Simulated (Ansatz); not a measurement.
`C=C(S)[SiH2]Cl` → `C=C(Cl)S[SiH3]`  (isomerisation)

Gas-phase electronic energies from Ansatz, PBE0-D4/def2-TZVP geometries. CCSD(T)/CBS is the MP2 limit (def2-TZVPP, def2-QZVPP) plus CCSD(T) − MP2 in def2-TZVPP, frozen cores. DFT in def2-TZVPP. One conformer a species, not always the lowest.

`C=C(S)[SiH2]Cl`:

Cartesian coordinates in Å:
```
C 0.945 0.080 -1.096
C 0.101 0.395 -0.111
S -0.339 2.017 0.370
Si -0.641 -0.990 0.894
Cl -2.691 -0.887 0.857
H 1.157 -0.957 -1.333
H 1.451 0.831 -1.697
H 0.458 2.678 -0.488
H -0.212 -2.271 0.289
H -0.229 -0.896 2.313
```

`C=C(Cl)S[SiH3]`:

Z-matrix (Å, degrees):
```
Si
S 1 2.148
H 1 1.484 2 102.5
H 1 1.483 2 110.5 3 -118.2
H 1 1.481 2 112.5 3 117.9
C 2 1.758 1 101.8 3 167.1
Cl 6 1.734 2 117.2 1 44.3
C 6 1.326 2 122.4 1 -139.0
H 8 1.082 6 121.1 2 -174.4
H 8 1.082 6 119.9 2 5.0
```

(1) Is it downhill or uphill in electronic energy at CCSD(T)/CBS, and by how much? (Estimate.)

(2) What do these levels give: PBE-D4, r2SCAN-D4, PBE0-D4, ωB97M-V, r2SCAN, PBE0, HF/def2-TZVPP, MP2/def2-TZVPP, CCSD/def2-TZVPP, CCSD(T)/def2-TZVPP, SCS-MP2/def2-QZVPP, HF/CBS(def2)? (An estimate is asked.)

Largest T1 diagnostic among the species: 0.012.

## Answers

(1) Computed: Uphill: ΔE = +1.10 eV.

(2) Ansatz gave: PBE-D4 0.98, r2SCAN-D4 1.06, PBE0-D4 1.04, ωB97M-V 1.10, r2SCAN 1.06, PBE0 1.05, HF/def2-TZVPP 1.23, MP2/def2-TZVPP 1.10, CCSD/def2-TZVPP 1.14, CCSD(T)/def2-TZVPP 1.10, SCS-MP2/def2-QZVPP 1.10, HF/CBS(def2) 1.23 eV.

From PBE to PBE0 (25 % exact exchange), in def2-TZVPP and without D4, ΔE moves by +0.06 eV. In def2-TZVPP, CCSD(T) changes the Hartree–Fock value by −0.13 eV (the triples alone add −0.03 eV) and MP2 by −0.12 eV.
